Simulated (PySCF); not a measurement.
**Ionisation energy of C⁺ by level of theory**

C⁺ [He] 2s2 2p1 (2P) → C²⁺ [He] 2s2 (1S), as a difference of total energies. Calculation: PySCF 2.14, in aug-cc-pVDZ-DK (4s3p2d, 23 functions); scalar relativity by spin-free X2C-1e. Correlated levels: valence: 1s2 frozen. The calculations carry no spin-orbit coupling.

| method | ionisation energy (eV) |
| --- | --- |
| UHF | 24.175 |
| LDA | 24.780 |
| PBE | 24.891 |
| PBE0 | 24.863 |
| r2SCAN | 25.001 |
| B3LYP | 25.077 |
| wB97X-V | 24.668 |
| M06 | 24.620 |
| r2SCAN0 | 24.974 |
| MP2 (valence) | 24.232 |
| SCS-MP2 (valence) | 24.186 |

Errors of the correlated levels include the incompleteness of this basis and the frozen core.

Q: Which method comes closest to the reference value, and which is furthest?

A: The reference is 24.378 eV (measured; NIST levels, between the centres of gravity of the two terms). Closest: MP2 (valence) (error -0.146 eV); furthest: B3LYP (error 0.699 eV).
